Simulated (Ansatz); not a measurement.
Relaxation of Se₃⁻ with UKS PBE0-D4/def2-TZVPD.

```sh
$ ansatz run in.yaml --threads 4 --pin off --events-out ev --progress --plain --max-ram 3916MiB
```

```yaml
crystal:
  periodic: [false, false, false]
  atoms:
    - {symbol: Se, position_ang: [1.818280, -0.467990, -0.343210]}
    - {symbol: Se, position_ang: [-1.431880, 1.220900, 0.320180]}
    - {symbol: Se, position_ang: [-0.386410, -0.752920, 0.023030]}
basis:
  gaussian: {orbitals: def2-TZVPD}
total_charge: -1
magnetization: {spin_polarized: true, initial_magnetization: 1}
hamiltonian: {xc: pbe0, dispersion: d4}
scf: {lower_state_search: "off"}
output: {orbitals: {seedname: orbitals}}
relax: {f_tol: 0.02, max_steps: 100}
```

Hardware: 4 threads of Arm Neoverse V1 on a shared host. Wall time 18 s, peak host memory 0.59 GiB.

Positions (Å) and forces (eV/Å) at steps 1, 2, 3 of 3:

```xyz
3
step=1 energy=-196028.9715 eV
Se    1.818   -0.468   -0.343    0.298   -0.083   -0.057
Se   -1.432    1.221    0.320   -0.237    0.193    0.053
Se   -0.386   -0.753    0.023   -0.060   -0.110    0.004
3
step=2 energy=-196028.9800 eV
Se    1.865   -0.515   -0.354   -0.080    0.056    0.017
Se   -1.497    1.232    0.332    0.092   -0.033   -0.018
Se   -0.368   -0.717    0.022   -0.012   -0.023    0.001
3
step=3 energy=-196028.9824 eV
Se    1.851   -0.499   -0.351   -0.004    0.001    0.001
Se   -1.476    1.230    0.328    0.003   -0.003   -0.001
Se   -0.375   -0.731    0.022    0.001    0.003    0.000
```

The structure comes from a short search, and lower isomers may exist.
